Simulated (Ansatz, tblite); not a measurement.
Removing and adding an electron: In11P12H32⁺, a nanocrystal cut from zinc blende InP (hydrogen-capped). Charge 1, multiplicity 1. Geometry: PBE-D4/def2-SVP. Ansatz, gas phase; energy differences of separate SCF runs; the oxidised species was run as a doublet alone; the reduced species was run as a doublet alone.

Cartesian coordinates in Å:
```
In -1.0957 0.3417 -5.2260
In 4.9932 -0.3136 -2.1692
In 3.2668 2.5945 1.8105
In -3.4873 2.4938 -2.0775
In -1.0815 3.7168 1.8672
In 0.6075 1.5104 -1.3630
In -0.0712 -2.9142 -1.8293
In 1.8853 -1.1805 1.4027
In -1.9783 -0.3915 1.0925
In -0.0318 0.3173 4.6794
In -1.0634 -4.5792 3.1772
P 2.8180 1.1684 -2.6853
P -1.2078 1.9804 -3.1210
P -1.5044 -1.8504 -3.7771
P 1.0305 3.2091 0.4950
P 4.0693 -1.5364 0.0320
P 2.1028 0.6289 3.1516
P -2.8731 4.0661 -0.0690
P -3.8516 0.3499 -0.5857
P -1.6512 1.4058 2.8562
P 0.0677 -0.7533 -0.3327
P 1.2700 -3.5017 2.4365
P -2.6523 -2.6419 2.1789
H -2.5212 0.6220 -6.1640
H 0.5916 0.2957 -5.6280
H 4.9277 -1.5507 -3.3719
H 6.1625 0.8128 -1.5919
H 3.6565 3.9143 2.8528
H 4.2022 1.7511 0.5986
H -4.8781 2.9539 -2.9926
H -1.1268 5.0803 2.9300
H 1.5330 -3.1350 -2.4574
H -1.0723 -4.0115 -0.9206
H 0.0310 1.3448 6.0644
H -0.4158 -1.3825 4.5118
H -1.1537 -4.3533 4.8821
H -1.3019 -5.8713 2.0590
H 3.2514 2.4947 -3.0031
H 2.3348 0.8135 -3.9865
H -0.8540 3.2769 -3.6252
H -1.7216 -2.8929 -4.7339
H -2.8541 -1.7898 -3.3024
H 1.2618 4.4265 -0.2276
H 5.1049 -1.5002 1.0190
H 4.0973 -2.9467 -0.2136
H 3.1684 0.0535 3.9235
H -2.5303 5.3093 -0.6919
H -4.1072 4.5006 0.5151
H -5.1022 0.4702 0.0998
H -4.1880 -0.7621 -1.4211
H -2.9553 1.5459 3.4365
H 1.9102 -4.4465 1.5707
H 2.1652 -3.6393 3.5452
H -3.5444 -3.2227 1.2220
H -3.6333 -2.2821 3.1572
```

In the def2 sets In takes a core potential; there is no spin–orbit coupling. The xTB rows come from tblite. LC-ωPBE has ω = 0.4 bohr⁻¹. Single mean-field runs in def2-SVP are fitted with def2-universal-jkfit. HOMO above LUMO, or a gap near zero within one spin, warns that the state may not be the lowest or that an electron is smeared out.

```
          level  −HOMO (eV)  vertical IE (eV)  −LUMO (eV)  vertical EA (eV)  HOMO–LUMO gap (eV)  IE − EA (eV)                                  remarks
       GFN1-xTB       11.56             12.88        8.80              7.63                2.76          5.25                                        –
       GFN2-xTB       12.98             14.18       10.25              9.01                2.73          5.17                                        –
PBE-D4/def2-SVP        8.30                 –        4.91              3.69                3.39             –  gap within one spin near zero (doublet)
```

Estimate the rows for PBE0-D4/def2-SVP, LC-ωPBE/def2-SVP.


| level | −HOMO (eV) | vertical IE (eV) | −LUMO (eV) | vertical EA (eV) | HOMO–LUMO gap (eV) | IE − EA (eV) |
| --- | --- | --- | --- | --- | --- | --- |
| PBE0-D4/def2-SVP | 9.27 | 10.25 | 4.21 | 3.38 | 5.06 | 6.87 |
| LC-ωPBE/def2-SVP | 11.57 | 10.87 | 2.31 | 2.89 | 9.26 | 7.98 |

Run but left out: PBE-D4/def2-SVP (charge +2 doublet: an occupied level 0.02 eV above an empty one).   Raw xTB energy differences between charge states are shifted by several eV; the methods need an empirical correction for them.
